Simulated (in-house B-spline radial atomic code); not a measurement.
**RPA and G0W0 on PBE0: Ca⁵⁺**

Configuration [Ne] 3s2 3p3, highest spin, mean-field start PBE0. Computed with a B-spline radial code for spherical atoms: all electrons, scalar-relativistic (spin-free one-electron X2C), finite nucleus, each spin shell either full or empty, empty states to l = 9 with an (l + 1/2)⁻⁴ tail; G0W0 by contour deformation at full frequency.

Command:
```bash
python run_gw.py task.json out
```
Settings (radii: box in bohr, nucleus in fm):
```
Z                        20
electrons                15
configuration            [Ne] 3s2 3p3
hamiltonian              x2c
method                   pbe0
lmax                     9
rms_radius               3.4776
spin_polarised           True
box_radius               10.43
intervals                68
```

Run time, properties included: 2.9 s on 1 thread of Arm Neoverse N1, on a shared host.

Energies (hartree):

| term | value |
| --- | --- |
| mean-field total | -672.19410 |
| Hartree-Fock functional on these orbitals | -671.74029 |
| direct second order | -1.0417 |
| second-order exchange | 0.37924 |
| SOSEX correction | 0.34709 |

Problem. What is the RPA correlation energy, and what remains with SOSEX?

Solution. RPA gives -0.92598 hartree (-1.68 eV per electron); RPA + SOSEX gives -0.5789, and the second-order doubles -0.66247 hartree (no singles). SOSEX takes back 37 % of the RPA value.

Quasi-particle levels (eV):

```tsv
level	occupied	mean field	Σx - vxc	Σc	QP weight	G0W0
3p up	yes	-100.96	-6.82	?	?	?
3s down	yes	-115.08	-4.27	-2.90	0.959	-122.26
2p down	yes	-424.45	-25.33	7.09	0.920	-442.69
3p down	no	-90.27	8.74	-3.25	0.955	-84.78
```

G0W0 = mean field + (Σx - vxc) + Σc, with Σc (partial-wave tail included) taken at the quasi-particle energy. Only the outer levels were computed. Levels of low weight are left out.

Problem. Where does G0W0 put 3p up?

Solution. At -108.05 eV, with Σc = -0.27 eV and a quasi-particle weight of 0.955. The tabulated removal energy is 108.78 ± 0.25 eV (NIST, semi-empirical); the calculation leaves out spin-orbit coupling, Breit and QED terms, and what these don't explain is the method's own error.
